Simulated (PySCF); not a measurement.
Cu(Cp)(CO), C6H5CuO, singlet (B3LYP/def2-SVP optimised geometry):

```
13

Cu    -0.667    -0.738     0.000
C      0.369     0.831     1.202
C      1.108     0.615     0.000
C      1.564    -0.738     0.000
C      1.107    -1.357     1.202
C      0.369    -0.388     1.945
H     -0.095     1.768     1.508
H      1.306     1.357    -0.772
H      2.172    -1.209    -0.772
H      1.305    -2.384     1.509
H     -0.095    -0.544     2.918
O     -3.127    -1.575    -1.364
C     -2.172    -1.248    -0.834
```

Method: B3LYP/def2-TZVP (PySCF).

Problem. What are the frontier orbital energies and the dipole moment?

Solution. HOMO-2 -8.37 eV, HOMO-1 -6.08 eV, HOMO -6.08 eV, LUMO -1.62 eV, LUMO+1 -1.62 eV; dipole moment 0.68 D.

On the same geometry PBE/def2-TZVP in PySCF gives HOMO-2 -6.90 eV, HOMO-1 -5.41 eV, HOMO -5.41 eV, LUMO -2.24 eV, LUMO+1 -2.24 eV; dipole moment 0.13 D.

Meta-Löwdin charges at B3LYP/def2-TZVP: Cu1 0.75, C2 -0.26, C3 -0.26, C4 -0.26, C5 -0.26, C6 -0.26, H7 0.12, H8 0.12, H9 0.12, H10 0.12, H11 0.12, O12 -0.18, C13 0.09.
